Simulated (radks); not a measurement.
Results of a calculation; reference values are marked as such.
How relativity changes the ionisation of neutral cadmium ([Kr] 4d10 5s2) to Cd+ ([Kr] 4d10 5s1). Spin-unpolarised spherical Kohn-Sham, PBE, point nucleus unless stated (finite: rms radius 4.6087 fm), a radial shooting solver on a logarithmic mesh with Libxc functionals. A level marked "c x" has the speed of light scaled by that factor.

non-rel.: E(Cd) (hartree) -5467.05158; E(Cd+) (hartree) -5466.73070; IE (eV) 8.732; HOMO 5s; <r> HOMO (bohr) 3.033
scalar-rel.: E(Cd) (hartree) -5594.65385; E(Cd+) (hartree) -5594.31308; IE (eV) 9.273; HOMO 5s; <r> HOMO (bohr) 2.899
scalar-rel., finite nucleus: E(Cd) (hartree) -5594.52756; E(Cd+) (hartree) -5594.18681; IE (eV) 9.272; HOMO 5s; <r> HOMO (bohr) 2.899
Dirac: E(Cd) (hartree) -5596.03519; E(Cd+) (hartree) -5595.69438; IE (eV) 9.274; HOMO 5s1/2; <r> HOMO (bohr) 2.900
Dirac, finite nucleus: E(Cd) (hartree) -5595.90857; E(Cd+) (hartree) -5595.56777; IE (eV) 9.274; HOMO 5s1/2; <r> HOMO (bohr) 2.900
Dirac, c x 0.75: E(Cd) (hartree) -5708.60094; E(Cd+) (hartree) -5708.24091; IE (eV) 9.797; HOMO 5s1/2; <r> HOMO (bohr) 2.788
Dirac, c x 5: E(Cd) (hartree) -5471.91729; E(Cd+) (hartree) -5471.59570; IE (eV) 8.751; HOMO 5s1/2; <r> HOMO (bohr) 3.028
Dirac, c x 10: E(Cd) (hartree) -5468.26589; E(Cd+) (hartree) -5467.94483; IE (eV) 8.737; HOMO 5s1/2; <r> HOMO (bohr) 3.032

NIST Atomic Spectra Database: 8.994 eV (measured). The relativistic part of the total energy of Cd is -128.9 hartree (Dirac, finite nucleus), 2.4 % of the non-relativistic value. Spin polarisation and multiplet splitting of open shells are left out at every level.

Beside tabulated values, note that relativity, absent from the non-relativistic runs, is large for the heavy elements, and spin-unpolarised runs miss the spin-polarisation part of the exchange energy of open shells.
